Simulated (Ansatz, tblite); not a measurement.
Forces on Sr8O8 (started as a model of: 1x4x4 SrO rock-salt block) at its PBE-D4/def2-SVP geometry. Charge 0, multiplicity 1.

In the def2 sets Sr takes a core potential; there is no spin–orbit coupling. The xTB rows come from tblite.

GFN2-xTB (tblite), largest force 0.41 eV/Å:

```xyz
16
positions Å, forces eV/Å
Sr   -1.606    0.425   -4.372    0.148    0.045    0.179
O     0.032    1.415   -3.299   -0.132    0.080    0.074
Sr    0.630    3.155   -1.725   -0.025   -0.357   -0.022
O     2.383    3.894   -0.555   -0.100    0.019   -0.088
O    -1.608   -1.211   -2.909   -0.094    0.013    0.169
Sr    0.372   -0.421   -1.720    0.020   -0.089    0.261
O     0.745    1.367   -0.180    0.005    0.077   -0.003
Sr    2.609    2.272    0.965   -0.207   -0.269    0.232
Sr   -2.600   -2.280   -0.965    0.205    0.264   -0.225
O    -0.736   -1.373    0.172    0.000   -0.079    0.003
Sr   -0.372    0.422    1.709   -0.017    0.085   -0.260
O     1.606    1.207    2.900    0.099   -0.012   -0.162
O    -2.387   -3.887    0.578    0.099   -0.014    0.076
Sr   -0.624   -3.154    1.732    0.021    0.363    0.020
O    -0.042   -1.406    3.297    0.130   -0.087   -0.071
Sr    1.599   -0.424    4.370   -0.149   -0.038   -0.183
```

r2SCAN-D4/def2-SVP (Ansatz), largest force 0.18 eV/Å:

```
Sr 0.091 -0.030 0.135
O -0.067 0.000 -0.026
Sr 0.100 -0.078 0.046
O -0.045 -0.057 -0.011
O -0.027 0.043 -0.006
Sr -0.086 0.055 0.045
O -0.011 -0.014 -0.003
Sr -0.120 0.027 -0.022
Sr 0.118 -0.045 0.038
O 0.023 0.011 0.006
Sr 0.091 -0.068 -0.038
O 0.032 -0.044 0.029
O 0.035 0.069 -0.026
Sr -0.106 0.093 -0.059
O 0.068 -0.007 0.034
Sr -0.095 0.044 -0.143
```

PBE0-D4/def2-SVP (Ansatz), largest force 0.41 eV/Å:

```
Sr 0.220 -0.088 0.322
O -0.166 -0.030 -0.057
Sr 0.226 -0.167 0.138
O -0.113 -0.162 0.006
O -0.046 0.135 -0.059
Sr -0.187 0.120 0.105
O -0.011 -0.020 -0.003
Sr -0.260 0.081 -0.109
Sr 0.257 -0.097 0.127
O 0.023 0.019 0.005
Sr 0.193 -0.133 -0.097
O 0.051 -0.136 0.081
O 0.105 0.173 -0.044
Sr -0.235 0.182 -0.149
O 0.168 0.021 0.064
Sr -0.225 0.102 -0.330
```
